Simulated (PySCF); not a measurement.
Spinor energies of Ir(3+) (iridium, charge +3)

Start: [Xe] 4f14 5d5 6p1; 5d5/2 filled at m_j = -3/2, -1/2, +1/2, +3/2, +5/2; 6p3/2 filled at m_j = +3/2. Calculated with PySCF 2.14 in x2c-SVPall-2c with one added diffuse shell each of s, d type (8s9p10d2f, 99 functions): generalised Hartree-Fock with the X2C-1e Hamiltonian and a Gaussian nucleus; one run each with spin-orbit coupling (SO) switched off, then screened by Boettger's factors. This is a chosen level, not necessarily the ground level.

```json
{"spinor shell": "1s1/2", "electrons": "2", "ε, spin-free (eV)": "-76571.4", "ε, screened SO (eV)": "-76544.7", "weight of nominal j (screened SO)": "1.000", "rms radius, screened SO (bohr)": "0.0197"}
{"spinor shell": "2s1/2", "electrons": "2", "ε, spin-free (eV)": "-13577.3", "ε, screened SO (eV)": "-13568.9", "weight of nominal j (screened SO)": "1.000", "rms radius, screened SO (bohr)": "0.0796"}
{"spinor shell": "2p1/2", "electrons": "2", "ε, spin-free (eV)": "-11809.8", "ε, screened SO (eV)": "-12978.1", "weight of nominal j (screened SO)": "1.000", "rms radius, screened SO (bohr)": "0.0675"}
{"spinor shell": "2p3/2", "electrons": "4", "ε, spin-free (eV)": "-11809.8", "ε, screened SO (eV)": "-11344.6", "weight of nominal j (screened SO)": "1.000", "rms radius, screened SO (bohr)": "0.0752"}
{"spinor shell": "3s1/2", "electrons": "2", "ε, spin-free (eV)": "-3273.3", "ε, screened SO (eV)": "-3270.5", "weight of nominal j (screened SO)": "1.000", "rms radius, screened SO (bohr)": "0.203"}
{"spinor shell": "3p1/2", "electrons": "2", "ε, spin-free (eV)": "-2748.0", "ε, screened SO (eV)": "-3006.5", "weight of nominal j (screened SO)": "1.000", "rms radius, screened SO (bohr)": "0.195"}
{"spinor shell": "3p3/2", "electrons": "4", "ε, spin-free (eV)": "-2748.0", "ε, screened SO (eV)": "-2642.9", "weight of nominal j (screened SO)": "1.000", "rms radius, screened SO (bohr)": "0.210"}
{"spinor shell": "3d3/2", "electrons": "4", "ε, spin-free (eV)": "-2161.1", "ε, screened SO (eV)": "-2205.6", "weight of nominal j (screened SO)": "1.000", "rms radius, screened SO (bohr)": "0.186"}
{"spinor shell": "3d5/2", "electrons": "6", "ε, spin-free (eV)": "-2161.1", "ε, screened SO (eV)": "-2128.5", "weight of nominal j (screened SO)": "1.000", "rms radius, screened SO (bohr)": "0.189"}
{"spinor shell": "4s1/2", "electrons": "2", "ε, spin-free (eV)": "-765.53", "ε, screened SO (eV)": "-764.55", "weight of nominal j (screened SO)": "1.000", "rms radius, screened SO (bohr)": "0.450"}
{"spinor shell": "4p1/2", "electrons": "2", "ε, spin-free (eV)": "-590.18", "ε, screened SO (eV)": "-651.81", "weight of nominal j (screened SO)": "1.000", "rms radius, screened SO (bohr)": "0.456"}
{"spinor shell": "4p3/2", "electrons": "4", "ε, spin-free (eV)": "-590.18", "ε, screened SO (eV)": "-564.78", "weight of nominal j (screened SO)": "1.000", "rms radius, screened SO (bohr)": "0.489"}
{"spinor shell": "4d3/2", "electrons": "4", "ε, spin-free (eV)": "-370.10", "ε, screened SO (eV)": "-379.32", "weight of nominal j (screened SO)": "0.998", "rms radius, screened SO (bohr)": "0.508"}
{"spinor shell": "4d5/2", "electrons": "6", "ε, spin-free (eV)": "-370.10", "ε, screened SO (eV)": "-362.83", "weight of nominal j (screened SO)": "0.999", "rms radius, screened SO (bohr)": "0.519"}
{"spinor shell": "5s1/2", "electrons": "2", "ε, spin-free (eV)": "-154.76", "ε, screened SO (eV)": "-154.53", "weight of nominal j (screened SO)": "1.000", "rms radius, screened SO (bohr)": "1.05"}
{"spinor shell": "4f5/2", "electrons": "6", "ε, spin-free (eV)": "-123.30", "ε, screened SO (eV)": "-124.69", "weight of nominal j (screened SO)": "0.976", "rms radius, screened SO (bohr)": "0.584"}
{"spinor shell": "4f7/2", "electrons": "8", "ε, spin-free (eV)": "-123.30", "ε, screened SO (eV)": "-121.36", "weight of nominal j (screened SO)": "0.982", "rms radius, screened SO (bohr)": "0.584"}
{"spinor shell": "5p1/2", "electrons": "2", "ε, spin-free (eV)": "-105.50", "ε, screened SO (eV)": "-117.28", "weight of nominal j (screened SO)": "0.914", "rms radius, screened SO (bohr)": "1.19"}
{"spinor shell": "5p3/2", "electrons": "4", "ε, spin-free (eV)": "-105.50", "ε, screened SO (eV)": "-100.23", "weight of nominal j (screened SO)": "0.957", "rms radius, screened SO (bohr)": "1.22"}
{"spinor shell": "5d5/2", "electrons": "5", "ε, spin-free (eV)": "-52.195", "ε, screened SO (eV)": "-52.088", "weight of nominal j (screened SO)": "0.480", "rms radius, screened SO (bohr)": "1.58"}
{"spinor shell": "6p3/2", "electrons": "1", "ε, spin-free (eV)": "-24.989", "ε, screened SO (eV)": "-24.811", "weight of nominal j (screened SO)": "1.000", "rms radius, screened SO (bohr)": "4.00"}
```

| quantity | spin-free | screened SO |
| --- | --- | --- |
| E (hartree) | -17810.93228 | -17835.44567 |
| M_J | 4 | 4 |
| ⟨J²⟩ | 20.002 | 20.003 |
| ⟨L²⟩ | 2.000 | 2.588 |
| ⟨S²⟩ | 12.001 | 11.439 |

Each row is a mean over spinors that exchange with the open shell spreads, by up to 10.638 eV (5p3/2).

Rows whose weight is well below 1 are mixtures of j = l ± 1/2: exchange outweighs spin-orbit coupling there, and the label is only the starting occupation.

Breit and QED terms are absent; they matter most for the inner s and p1/2 levels.

Densities and radii are taken from the X2C orbitals without a picture-change correction, which distorts them close to the nucleus.

Without spin-orbit coupling the j labels of p, d and f shells carry no meaning; the spin-free column gives the mean over the occupied spinors of each nl shell.
